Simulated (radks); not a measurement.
Ni4+, configuration [Ne] 3s1 3p6 3d6 4d1 (not the ground configuration). All-electron calculation, scalar-relativistic Kohn-Sham, BP86, spin-polarised, spherical densities, finite nucleus; open shells are filled with parallel spins first; Fermi nuclear charge, rms radius 3.7757 fm. Program: a radial shooting solver on a logarithmic mesh with Libxc functionals.

Local quantities along the radius. ELF = 1/(1 + alpha^2) is the electron localisation function; alpha = (tau - tau_W)/tau_unif compares the Pauli kinetic energy density with that of the uniform gas (summed over spins). tau is taken from the large components.

```
   r/bohr * ELF (the largest magnitude, 1, reaches the edge; | marks zero)
 0.002666 |                                                      *
   0.0035 |                                                      *
 0.004557 |                                                      *
 0.005981 |                                                      *
 0.007851 |                                                      *
  0.01022 |                                                      *
  0.01342 |                                                      *
  0.01747 |                                                      *
  0.02293 |                                                      *
  0.02986 |                                                     *
   0.0392 |                                                  *
  0.05104 |                                         *
    0.067 |                      *
  0.08794 |               *
   0.1145 |                        *
   0.1503 |                                       *
   0.1957 |                                            *
   0.2569 |                                   *
   0.3345 |              *
   0.4391 |                *
   0.5717 |                                   *
   0.7504 |                                         *
    0.985 |                                  *
    1.283 |               *
    1.684 | *
    2.192 | *
    2.877 |   *
    3.747 | *
    4.918 *
    6.404 *
```

On this mesh the ELF has minima near r = 0.088, 0.38, 1.9 bohr, which separate the shells, and maxima near 0.20 (0.81), 0.75 (0.76).
